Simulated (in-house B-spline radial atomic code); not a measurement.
A radial electron density 4πr²n(r) was computed for an atom or ion in its tabulated ground configuration with an all-electron radial atomic-structure program (B-spline basis); method: Dirac-Kohn-Sham LDA exchange-only, spherical fractional occupations. Columns: r (bohr), 4πr²n(r) (electrons per bohr), bar.

```
0.000885    1.969 #
 0.00111    2.905 #
 0.00139    4.246 ##
 0.00175     6.21 ###
 0.00219    8.903 ####
 0.00275    12.67 ######
 0.00346     17.8 ########
 0.00434    24.39 ###########
 0.00544    32.58 ###############
 0.00683    42.28 ####################
 0.00857    52.74 ########################
  0.0107    62.57 #############################
  0.0135    70.59 #################################
  0.0169    74.34 ##################################
  0.0212    73.31 ##################################
  0.0266    68.87 ################################
  0.0334    65.26 ##############################
   0.042    67.85 ###############################
  0.0526    78.31 ####################################
  0.0661    91.14 ##########################################
  0.0829    95.11 ############################################
   0.104    85.27 #######################################
   0.131    71.71 #################################
   0.164    70.99 #################################
   0.206    80.26 #####################################
   0.258    76.99 ####################################
   0.324    53.02 #########################
   0.406    31.45 ###############
   0.509     29.4 ##############
   0.639    32.87 ###############
   0.802    25.86 ############
    1.01     14.5 #######
    1.26    8.819 ####
    1.58     6.87 ###
    1.99    4.731 ##
     2.5    2.358 #
    3.13   0.9621 
    3.93   0.4503 
    4.93   0.2475 
    6.19   0.1031 
    7.76  0.02548 
    9.74 0.003217 
    12.2 0.0001902 
    15.3 4.353e-06
```

Which atom or ion is it?
A. Xe+
B. Pr2+
C. Ba2+
D. Ba+

D. The area under the curve, ∫4πr²n dr = ∫r·4πr²n d(ln r) on this logarithmic grid, is 55 electrons, which only this option has. The configuration is [Xe] 6s1.
